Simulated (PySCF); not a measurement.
All values below come from B3LYP-D3(BJ)/def2-TZVP // PBE0-D4/def2-TZVP (PySCF). All species are isolated molecules in the gas phase. B3LYP has the VWN-RPA correlation part, as in Gaussian. 

Reference species (SMILES): `[SnH4]` (neutral, multiplicity 1).

```yaml
HOMO: -8.98 eV
```

Changed species: `[F][SnH3]` (1 of 4 H replaced by F; the reference has 0 of 4 H replaced by F).

Q: Give the shifts of the HOMO.

A: the HOMO decreases by 0.19 eV, to -9.17 eV.
